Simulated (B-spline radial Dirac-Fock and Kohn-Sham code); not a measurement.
# Relativistic shifts of the levels of La⁵¹⁺

System: the La⁵¹⁺ ion, configuration [He] 2s2 2p2.

Both columns are ΔSCF binding energies of the configuration average from a radial B-spline solver: non-relativistic Hartree-Fock with a point nucleus, and Dirac-Fock with a finite nucleus and the Coulomb interaction alone, averaged over the two j levels with weights 2j+1.

```tsv
shell	Hartree-Fock (eV)	Dirac-Fock (eV)	shift (eV)	shift (%)
1s	41938.8	43878.9	+1940.08	+4.63
2s	9774.5	10340.7	+566.16	+5.79
2p	9634.1	9862.9	+228.77	+2.37
```

Relativity binds 1s, 2s, 2p more strongly, among those listed most of all 2s in relative terms.

Values without a named source are computed, but for edge energies of neutral atoms, which are taken from tables.
